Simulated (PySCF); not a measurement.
hexa-1,5-dien-3-yne (C6H6), SMILES C=CC#CC=C. Atoms are numbered in the order given.

```xyz
12

C      0.0000     2.8118     0.6721
C      0.0000     2.0283    -0.4186
C      0.0000     0.6100    -0.3941
C      0.0000    -0.6100    -0.3941
C      0.0000    -2.0283    -0.4186
C      0.0000    -2.8118     0.6721
H      0.0000     3.9000     0.5776
H      0.0000     2.3865     1.6788
H      0.0000     2.4930    -1.4123
H      0.0000    -2.4930    -1.4123
H      0.0000    -2.3865     1.6788
H      0.0000    -3.9000     0.5776
```

Geometry optimised at PBE0-D3(BJ)/def2-SVP.

Computed with PySCF with PBE/pcSseg-1.

GIAO shieldings, no solvent; atoms listed in one row are averaged. δ = σ(ref) − σ: ¹³C against TMS (σ = 182.0 ppm); ¹H against TMS (σ = 31.49 ppm), references at their B3LYP-D3(BJ)/def2-TZVP geometries, non-relativistic.

Problem. Estimate the chemical shifts. (Estimate from the structure and the level; the computed values follow.)

Solution. 
| nucleus | atoms | count | δ (ppm) |
|---|---|---|---|
| ¹³C | C1, C6 | 2 | 136.4 |
| ¹³C | C2, C5 | 2 | 125.9 |
| ¹³C | C3, C4 | 2 | 103.3 |
| ¹H | H9, H10 | 2 | 6.42 |
| ¹H | H11, H8 | 2 | 6.17 |
| ¹H | H12, H7 | 2 | 6.00 |
